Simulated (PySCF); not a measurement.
# How the method moves the HOMO and LUMO of `CC(=O)NB(O)O`

Species: C₂H₆BNO₃.
Cartesian coordinates in Å at the PBE0-D3(BJ)/def2-SVP level; atoms count from 1:
```
atom  x, y, z in Å
C1     1.8783   -0.0014   -1.1180
C2     0.6946    0.4666   -0.3125
O3     0.5678    1.6352    0.0268
N4    -0.2216   -0.4885    0.0230
B5    -1.4290   -0.2161    0.8018
O6    -2.2299   -1.2867    1.0541
O7    -1.7053    1.0297    1.2304
H8     2.4879    0.8648   -1.3974
H9     2.4882   -0.6983   -0.5220
H10    1.5512   -0.5327   -2.0248
H11   -0.0430   -1.4351   -0.2885
H12   -2.9984   -1.0254    1.5719
H13   -0.9762    1.6174    0.9328
```

Basis pcSseg-1 throughout (PySCF), one geometry. The structure is a single PBE0-D3(BJ)/def2-SVP conformer in the gas phase; no vibrational or solvent corrections.

**Question.** How do the orbital energies, the gap and the dipole change with the method?

**Answer.** 
| method | kind | HOMO (eV) | LUMO (eV) | gap (eV) | μ (D) | SCF cycles |
| --- | --- | --- | --- | --- | --- | --- |
| BLYP | GGA | -6.19 | -1.03 | 5.16 | 2.86 | 15 |
| OPBE | GGA | -6.28 | -1.07 | 5.21 | 2.84 | 16 |
| B97-D | GGA | -6.36 | -1.09 | 5.27 | 2.90 | 15 |
| BP86 | GGA | -6.45 | -1.26 | 5.18 | 2.90 | 15 |
| KT2 | GGA | -6.52 | -1.13 | 5.39 | 2.89 | 16 |
| B3LYP | global hybrid | -7.71 | -0.36 | 7.35 | 3.01 | 14 |
| mPW1PW91 | global hybrid | -8.05 | -0.16 | 7.89 | 3.05 | 14 |
| CAM-B3LYP | range-separated hybrid | -9.44 | 1.08 | 10.52 | 3.07 | 14 |

The HOMO spans 3.25 eV, from BLYP down to CAM-B3LYP, and the gap runs from 5.16 eV (BLYP) to 10.52 eV (CAM-B3LYP). Over the methods BLYP (0 %), OPBE (0 %), B97-D (0 %), BP86 (0 %), KT2 (0 %), B3LYP (20 %), mPW1PW91 (25 %), a straight line through the gap against the share of exact exchange rises by 1.06 eV for each 10 % (correlation coefficient 0.998). The dipole ranges from 2.84 D (OPBE) to 3.07 D (CAM-B3LYP). This basis has no diffuse functions.
